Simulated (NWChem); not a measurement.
Program: NWChem. System: FGa, charge 0, spin multiplicity 1, at a geometry optimised with PBE/def2-SVP. The structure started from a generated list of species. Level: constrained PBE0/def2-SVP.

Job file:

```
start mol
memory heap 200 mb stack 900 mb global 1100 mb
geometry units angstroms nocenter noautoz noautosym
  Ga     0.000000     0.000000    -0.404600
  F      0.000000     0.000000     1.393624
end
basis spherical
  * library def2-svp
end
dft
  xc pbe0
  semidirect memsize 60000000 filesize 0
  iterations 100
  convergence nolevelshifting
  cdft 1 1 charge -1.0 pop becke
end
task dft energy
```

NWChem printed:

```
             Northwest Computational Chemistry Package (NWChem) 7.3.0
             --------------------------------------------------------

                                NWChem Input Module
                                -------------------

 Scaling coordinates for geometry "geometry" by  1.889725989
 (inverse scale =  0.529177249)

                             Geometry "geometry" -> ""
                             -------------------------

 Output coordinates in angstroms (scale by  1.889725989 to convert to a.u.)

  No.       Tag          Charge          X              Y              Z
 ---- ---------------- ---------- -------------- -------------- --------------
    1 Ga                  31.0000     0.00000000     0.00000000    -0.40460000
    2 F                    9.0000     0.00000000     0.00000000     1.39362400

 Effective nuclear repulsion energy (a.u.)      82.1034823642

            Nuclear Dipole moment (a.u.)
            ----------------------------
        X                 Y               Z
 ---------------- ---------------- ----------------
     0.0000000000     0.0000000000     0.0000302356


 Summary of "ao basis" -> "" (spherical)
 ------------------------------------------------------------------------------
       Tag                 Description            Shells   Functions and Types
 ---------------- ------------------------------  ------  ---------------------
 *                          def2-svp                  on all atoms

                                 NWChem DFT Module
                                 -----------------

 Summary of "ao basis" -> "ao basis" (spherical)
 ------------------------------------------------------------------------------
       Tag                 Description            Shells   Functions and Types
 ---------------- ------------------------------  ------  ---------------------
 Ga                         def2-svp                12       32   5s4p3d
 F                          def2-svp                 6       14   3s2p1d

 Summary of "ao basis" -> "ao basis" (spherical)
 ------------------------------------------------------------------------------
[...]
  ----- ------------  ---------------      ----- ------------  ---------------
    37      0.388852  2 F  py                36      0.346868  2 F  px
    16      0.343729  1 Ga py                15      0.306617  1 Ga px
    13      0.303346  1 Ga py                12      0.270594  1 Ga px
    40     -0.193281  2 F  py                39     -0.172412  2 F  px
    10     -0.138048  1 Ga py                29     -0.137052  1 Ga d -1

 Vector   22  Occ=0.000000D+00  E=-1.138775D+00
              MO Center= -1.9D-09,  7.4D-10,  1.8D-01, r^2= 3.0D+00
   Bfn.  Coefficient  Atom+Function         Bfn.  Coefficient  Atom+Function
  ----- ------------  ---------------      ----- ------------  ---------------
    36      0.388852  2 F  px                37     -0.346868  2 F  py
    15      0.343729  1 Ga px                16     -0.306617  1 Ga py
    12      0.303346  1 Ga px                13     -0.270593  1 Ga py
    39     -0.193281  2 F  px                40      0.172412  2 F  py
     9     -0.138048  1 Ga px                31      0.137052  1 Ga d  1

 Vector   23  Occ=0.000000D+00  E=-1.068634D+00
              MO Center= -7.5D-10, -8.5D-10, -9.9D-01, r^2= 4.5D+00
   Bfn.  Coefficient  Atom+Function         Bfn.  Coefficient  Atom+Function
  ----- ------------  ---------------      ----- ------------  ---------------
     4      1.397156  1 Ga s                  5     -1.095467  1 Ga s
    17      0.681491  1 Ga pz                 3     -0.375403  1 Ga s
    38     -0.355171  2 F  pz                30     -0.186896  1 Ga d  0
    41      0.157462  2 F  pz                35     -0.130764  2 F  s
    14     -0.117641  1 Ga pz                20      0.101973  1 Ga d  0

     ---------------------------------------------
      Total Density - Mulliken Population Analysis
     ---------------------------------------------

    Atom       Charge   Shell Charges
 -----------   ------   -------------------------------------------------------
    1 Ga  31    32.57   2.00  2.00  2.00  1.41  0.56  6.00  5.98  1.57  1.04  8.03  1.86  0.12
    2 F    9     7.43   1.99  1.39  0.55  2.66  0.83  0.00

     -------------------------------------------
      Total Density - Lowdin Population Analysis
     -------------------------------------------

    Atom       Charge   Shell Charges
 -----------   ------   -------------------------------------------------------
    1 Ga  31    32.53   2.00  2.00  1.97  1.12  0.80  5.99  5.86  1.57  1.13  7.77  2.05  0.28
    2 F    9     7.47   1.98  1.18  0.67  2.46  1.17  0.00

 center of mass
 --------------
 x =   0.00000000 y =   0.00000000 z =  -0.03032001

 moments of inertia (a.u.)
 ------------------
         171.979044635123           0.000000000000           0.000000000000
           0.000000000000         171.979044635123           0.000000000000
           0.000000000000           0.000000000000           0.000000000000

     Multipole analysis of the density
     ---------------------------------

     L   x y z        total         alpha         beta         nuclear
     -   - - -        -----         -----         ----         -------
     0   0 0 0     -0.000000    -20.000000    -20.000000     40.000000

     1   1 0 0     -0.000000     -0.000000     -0.000000      0.000000
     1   0 1 0     -0.000000     -0.000000     -0.000000      0.000000
     1   0 0 1      6.747111      3.373540      3.373540      0.000030

     2   2 0 0    -19.791769     -9.895884     -9.895884      0.000000
     2   1 1 0      0.000000      0.000000      0.000000      0.000000
     2   1 0 1      0.000000      0.000000      0.000000      0.000000
     2   0 2 0    -19.791768     -9.895884     -9.895884      0.000000
     2   0 1 1      0.000000      0.000000      0.000000      0.000000
     2   0 0 2    -12.343965    -46.443637    -46.443637     80.543308

 Task  times  cpu:        0.8s     wall:        0.8s

 Total times  cpu:        0.8s     wall:        0.8s
```
